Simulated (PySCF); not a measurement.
**Polarisability and C₆ of Cu(2+) (copper, charge +2)**

[Ar] 3d9, 2D determinant. All numbers are calculated (PySCF 2.14, scalar relativity through the core potential, in aug-cc-pwCVTZ-PP with ECP10MDF). Coupled (time-dependent) response in atomic units; α is the mean over directions.

```tsv
method	mean α (bohr³)	α xx, yy, zz	C₆ (like pair)	S(−4)
BLYP	3.045	2.923, 2.923, 3.288	8.179	5.300
```

S(−4) is the Cauchy moment in α(ω) = α(0) + S(−4) ω² + …

α(iu) at BLYP:

```json
{"u (hartree)": "0", "α(iu) (bohr³)": "3.045"}
{"u (hartree)": "0.0500", "α(iu) (bohr³)": "3.032"}
{"u (hartree)": "0.100", "α(iu) (bohr³)": "2.993"}
{"u (hartree)": "0.200", "α(iu) (bohr³)": "2.857"}
{"u (hartree)": "0.300", "α(iu) (bohr³)": "2.672"}
{"u (hartree)": "0.500", "α(iu) (bohr³)": "2.290"}
{"u (hartree)": "0.750", "α(iu) (bohr³)": "1.905"}
{"u (hartree)": "1.00", "α(iu) (bohr³)": "1.621"}
{"u (hartree)": "1.50", "α(iu) (bohr³)": "1.227"}
{"u (hartree)": "2.00", "α(iu) (bohr³)": "0.9605"}
{"u (hartree)": "3.00", "α(iu) (bohr³)": "0.6328"}
{"u (hartree)": "5.00", "α(iu) (bohr³)": "0.3358"}
```

A single London oscillator, α(iu) = α/(1 + u²/ω²), gives C₆ = (3/4) ω α². Matching the computed C₆ needs ω = 4 × 8.179 / (3 × 3.045²) = 1.18 hartree.

For an ion, C₆ is the dispersion term alone; charge-induced terms of lower order in 1/R come first.

The components differ because the open shell of this determinant is not spherical; for a pure term their mean is the scalar polarisability.

Energies and moments cover only the electrons outside the core potential.
